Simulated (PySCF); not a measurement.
# `CC(=O)c1ccccn1`, C7H7NO

Molfile (atoms numbered from 1):
```
C7H7NO
     RDKit          3D

 16 16  0  0  0  0  0  0  0  0999 V2000
   -2.5039    0.8163    0.3879 C   0  0  0  0  0  0  0  0  0  0  0  0
   -1.7392   -0.4132   -0.0045 C   0  0  0  0  0  0  0  0  0  0  0  0
   -2.2589   -1.4727   -0.2692 O   0  0  0  0  0  0  0  0  0  0  0  0
   -0.2549   -0.2436   -0.0513 C   0  0  0  0  0  0  0  0  0  0  0  0
    0.5562   -1.3199   -0.4063 C   0  0  0  0  0  0  0  0  0  0  0  0
    1.9278   -1.1338   -0.4420 C   0  0  0  0  0  0  0  0  0  0  0  0
    2.4365    0.1155   -0.1243 C   0  0  0  0  0  0  0  0  0  0  0  0
    1.5421    1.1239    0.2157 C   0  0  0  0  0  0  0  0  0  0  0  0
    0.2365    0.9549    0.2532 N   0  0  0  0  0  0  0  0  0  0  0  0
   -3.5704    0.6098    0.3994 H   0  0  0  0  0  0  0  0  0  0  0  0
   -2.1716    1.1463    1.3691 H   0  0  0  0  0  0  0  0  0  0  0  0
   -2.2805    1.6152   -0.3148 H   0  0  0  0  0  0  0  0  0  0  0  0
    0.0978   -2.2672   -0.6436 H   0  0  0  0  0  0  0  0  0  0  0  0
    2.5866   -1.9463   -0.7122 H   0  0  0  0  0  0  0  0  0  0  0  0
    3.4982    0.3072   -0.1393 H   0  0  0  0  0  0  0  0  0  0  0  0
    1.8901    2.1168    0.4710 H   0  0  0  0  0  0  0  0  0  0  0  0
  1  2  1  0
  2  3  2  0
  2  4  1  0
  4  5  2  0
  5  6  1  0
  6  7  2  0
  7  8  1  0
  8  9  2  0
  9  4  1  0
  1 10  1  0
  1 11  1  0
  1 12  1  0
  5 13  1  0
  6 14  1  0
  7 15  1  0
  8 16  1  0
M  END
```

Theory: quadratic response B3LYP/def2-SVPD first hyperpolarisability, Taylor convention, gas phase (PySCF 2.14.0). Geometry: GFN2-xTB.

(1) Give the tensor of the static β(0;0,0) in the axes of these coordinates.

## Answers

(1) In au, Taylor convention; rows are the first index (the induced dipole):
|  | xx | yy | zz | xy | xz | yz |
| --- | --- | --- | --- | --- | --- | --- |
| x | +249.4 | -38.2 | -18.3 | +1.8 | -17.7 | -6.6 |
| y | +1.8 | -18.4 | -9.3 | -38.2 | -6.6 | +3.6 |
| z | -17.7 | +3.6 | -5.5 | -6.6 | -18.3 | -9.3 |

Norm of βᵢ = ⅓ Σⱼ (βᵢⱼⱼ + βⱼᵢⱼ + βⱼⱼᵢ): 195.6 au, hyper-Rayleigh value 97.6 au.
